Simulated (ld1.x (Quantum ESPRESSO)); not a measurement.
## hafnium, TM: configuration errors across variants

```json
{
 "Element": "Hf (Z = 72)",
 "Generator": "ld1.x (Quantum ESPRESSO) 7.5",
 "Type": "norm-conserving Troullier–Martins (Kleinman–Bylander form)",
 "Functional": "LDA (PZ)",
 "Relativity": "scalar-relativistic",
 "Frozen core": "[Xe] 4f14",
 "Valence charge": "4",
 "Reference configuration": "5d2 6s2 6p0",
 "Partial waves": "6s (bound): rc 2.15 bohr; 6p (bound, empty): rc 3.65 bohr; 5d (bound): rc 1.70 bohr",
 "Local potential": "all-electron potential smoothed inside 2.45 bohr (lloc = -1)",
 "Core correction": "Bessel-smoothed model core inside 1.70 bohr"
}
```

All-electron excitation energies from the reference (eV): (1) 5d2 6s1 6p0 8.198; (2) 5d2 6s0 6p0 22.701; (3) 5d1 6s0 6p0 44.802; (4) 5d2 6s0 6p1 12.993; (5) 5d2 6s1.5 6p0 3.349; (6) 5d1 6s2 6p0 6.730; (7) 5d1 6s2 6p1 2.086; (8) 5d2 6s2 6p0 spin -0.441; (9) 5d2 6s1 6p0 spin 7.063.

Spin tests fill each open shell by Hund’s rule, majority spin first.

Tests that are not counted but printed errors over 1 eV. “wave 6s (bound): rc 2.15 bohr becomes 6s (bound): rc 1.58 bohr”: 5d1 6s2 6p1 (solver errors, printed error -53.7 eV); 5d1 6s2 6p0 (solver errors, printed error -34.0 eV); 4 more. “wave 6s (bound): rc 2.15 bohr becomes 6s (bound): rc 1.88 bohr”: 5d1 6s2 6p0 (solver errors, printed error -34.5 eV); 5d1 6s2 6p1 (solver errors, printed error -55.0 eV). “wave 6s (bound): rc 2.15 bohr becomes 6s (bound): rc 2.14 bohr”: 5d2 6s2 6p0 (spin-polarised) (pseudo-atom not self-consistent, printed error +4.1 eV). “wave 6s (bound): rc 2.15 bohr becomes 6s (bound): rc 2.38 bohr”: 5d1 6s2 6p0 (solver errors, printed error -40.2 eV); 5d1 6s2 6p1 (solver errors, printed error -51.1 eV). “wave 6s (bound): rc 2.15 bohr becomes 6s (bound): rc 2.52 bohr”: 5d1 6s2 6p0 (solver errors, printed error -33.6 eV); 5d1 6s2 6p1 (solver errors, printed error +3.2 eV).

1 further variants failed, have other tests or too few solved ones, and are left out.

A true bound ghost makes a file unfit for plane-wave use even where its test errors are small: the radial tests pick states by their node count and pass the ghost by. Where a test does run into it, the solver fails or the error is huge.

Errors AE − PS in meV (a dash: test not solved or not reliable):

| change | (1) | (2) | (3) | (4) | (5) | (6) | (7) | (8) | (9) | bound ghosts |
| --- | --- | --- | --- | --- | --- | --- | --- | --- | --- | --- |
| base | -17 | -33 | -298 | -0.1 | -5.3 | -214 | -185 | -4.5 | -14 | s |
| wave 6s (bound): rc 2.15 bohr becomes 6s (bound): rc 1.58 bohr | – | -182 | -510 | -156 | – | – | – | – | – | s |
| wave 6s (bound): rc 2.15 bohr becomes 6s (bound): rc 1.88 bohr | -47 | -68 | -382 | -40 | -22 | – | – | – | -44 | s |
| wave 6s (bound): rc 2.15 bohr becomes 6s (bound): rc 2.14 bohr | -19 | -34 | -308 | -1.5 | -6.4 | -237 | -202 | – | -17 | s |
| wave 6s (bound): rc 2.15 bohr becomes 6s (bound): rc 2.38 bohr | -12 | -37 | -269 | -0.9 | -3.6 | – | – | -3.8 | -6.7 | s |
| wave 6s (bound): rc 2.15 bohr becomes 6s (bound): rc 2.52 bohr | -12 | -39 | -259 | -1.7 | -3.4 | – | – | -3.8 | -5.0 | s |
| wave 6s (bound): rc 2.15 bohr becomes 6s (bound): rc 2.74 bohr | – | -40 | -251 | -2.1 | -3.3 | – | – | -3.8 | -3.9 | s |
| wave 6s (bound): rc 2.15 bohr becomes 6s (bound): rc 3.26 bohr | -13 | -43 | -283 | -5.1 | -3.6 | – | – | -3.6 | -7.2 | s |

(1) Give the same row for: wave 6s (bound): rc 2.15 bohr becomes 6s (bound): rc 3.02 bohr.

## Answers

(1) –, -40, -258, -2.5, -3.3, –, –, -3.8, -4.6; bound ghosts: s. Not counted: 5d2 6s1 6p0 (solver errors, printed error -61.9 eV); 5d1 6s2 6p1 (solver errors, printed error -56.9 eV); 1 more.
